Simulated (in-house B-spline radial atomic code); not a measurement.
Successive ionisation energies of strontium; each step leads to the configuration of the next row (after the last: [He] 2s2 2p1/2(2) 2p3/2(2)). Dirac energy differences include first-order Breit, QED and recoil terms. NIST's values go from ground level to ground level; the uncertainty of those that are theory runs from under 0.1 % in few-electron ions to several per cent in heavy many-electron ones. Computed with a B-spline radial code for spherical atoms: Dirac-Hartree-Fock, jj configuration that fills j = l - 1/2 first, finite nuclei.

A number in brackets counts the electrons of a j subshell.

```csv
ion,configuration,ionisation energy (eV),tabulated value (eV),tabulated kind,computed minus tabulated (eV),highest orbital,largest mean radius (bohr)
Sr15+,[Ar] 3d3/2(4) 3d5/2(1),554.5,562,tabulated theory,-8,3d5/2,0.46473
Sr16+,[Ar] 3d3/2(4),?,?,tabulated theory,?,?,?
Sr17+,[Ar] 3d3/2(3),663.7,665,tabulated theory,-1,3d3/2,0.45347
Sr18+,[Ar] 3d3/2(2),718.4,722,tabulated theory,-4,3d3/2,0.44869
Sr19+,[Ar] 3d3/2(1),774.7,774,tabulated theory,1,3d3/2,0.44396
Sr20+,[Ne] 3s2 3p6,931.6,932,semi-empirical,0,3p3/2,0.43927
Sr21+,[Ne] 3s2 3p1/2(2) 3p3/2(3),984.5,982.1,semi-empirical,2,3p3/2,0.4356
Sr22+,[Ne] 3s2 3p1/2(2) 3p3/2(2),?,?,semi-empirical,?,?,?
Sr23+,[Ne] 3s2 3p1/2(2) 3p3/2(1),1093.1,1105,semi-empirical,-12,3p3/2,0.42844
Sr24+,[Ne] 3s2 3p1/2(2),1160.5,1165,semi-empirical,-4,3p1/2,0.42495
Sr25+,[Ne] 3s2 3p1/2(1),1219.8,1211,semi-empirical,9,3p1/2,0.42147
Sr26+,[Ne] 3s2,1327.9,1333.4,semi-empirical,-5,3s1/2,0.41806
Sr27+,[Ne] 3s1,1386.4,1387.19,semi-empirical,-1,3s1/2,0.41429
Sr28+,[He] 2s2 2p6,?,?,semi-empirical,?,?,?
Sr29+,[He] 2s2 2p1/2(2) 2p3/2(3),3498.3,3497,semi-empirical,1,2p3/2,0.1669
```

**Question.** Fill in the row of Sr16+.

**Answer.** ionisation energy (eV): 610.6; tabulated value (eV): 612; computed minus tabulated (eV): -1; highest orbital: 3d3/2; largest mean radius (bohr): 0.45888.

**Question.** Fill in the row of Sr22+.

**Answer.** ionisation energy (eV): 1038.3; tabulated value (eV): 1038; computed minus tabulated (eV): 0; highest orbital: 3p3/2; largest mean radius (bohr): 0.43199.

**Question.** Fill in the row of Sr28+.

**Answer.** ionisation energy (eV): 3340.1; tabulated value (eV): 3344.7; computed minus tabulated (eV): -5; highest orbital: 2p3/2; largest mean radius (bohr): 0.16831.

**Question.** Where is the largest jump?

**Answer.** From Sr27+ to Sr28+, by a factor of 2.41 (1386.4 to 3340.1 eV); the highest orbital goes from 3s1/2 to 2p3/2.

**Question.** How far is this level of theory from the measured and semi-empirical values?

**Answer.** Over those 10 rows the differences run from -11.9 to +8.8 eV (mean absolute value 4 eV). The calculation leaves out correlation and, in open shells, the multiplet splittings that an average leaves out.
